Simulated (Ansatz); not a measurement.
Stepwise reaction of `[NH2][Ti]([F])([F])[F]` with ammonia, as a gas-phase model of exchange steps in deposition or etching. ΔE in kJ/mol; ΔG adds harmonic PBE0-D4 terms to CCSD(T)/CBS, at 1 bar.

Program: Ansatz. Geometries: PBE0-D4/def2-TZVP. ΔE: electronic, gas phase. CBS: MP2 limit from def2 TZ/QZ plus the TZ coupled-cluster correction, frozen cores. This one scheme is used for every species. Functionals use def2-TZVPP. B3LYP here is the variant with VWN-RPA as its local correlation; programs differ in this. For Ti outer-core shells are correlated without core-valence functions, which leaves a few kJ/mol of doubt a bond. Scalar relativity is left out up to krypton. One conformer a species, not always the lowest.

```tsv
step	reaction	PBE-D4	B3LYP-D4	ωB97M-V	CCSD(T)/CBS	ΔG(400 K)
1	`[NH2][Ti]([F])([F])[F]` + NH₃ → `[NH2][Ti]([NH2])([F])[F]` + H–F	105.1	103.5	105.3	90.8	92.3
2	`[NH2][Ti]([NH2])([F])[F]` + NH₃ → `[NH2][Ti]([NH2])([NH2])[F]` + H–F	110.4	109.5	110.7	96.1	98.5
```

(1) Give the row of step 3, `[NH2][Ti]([NH2])([NH2])[F]` + NH₃ → `[NH2][Ti]([NH2])([NH2])[NH2]` + H–F. (Estimate.)

(2) By hand: ΔE of the 3 steps together at CCSD(T)/CBS.

Answers

(1) Computed: 
```json
{"step": "3", "reaction": "`[NH2][Ti]([NH2])([NH2])[F]` + NH₃ → `[NH2][Ti]([NH2])([NH2])[NH2]` + H–F", "PBE-D4": "125.8", "B3LYP-D4": "124.7", "ωB97M-V": "125.5", "CCSD(T)/CBS": "111.6", "ΔG(400 K)": "101.9"}
```

(2) (90.8) + (96.1) + (111.6) = 298.5 kJ/mol, or 99.5 kJ/mol a step.

In ΔE each step is higher than the one before. All are uphill at CCSD(T)/CBS. ΔG lies between 92.3 and 101.9 kJ/mol a step. PBE-D4 differs from CCSD(T)/CBS by 14.2 to 14.3 kJ/mol a step. Isolated molecules leave out the surface, adducts and barriers. Largest T1 diagnostic: 0.024.
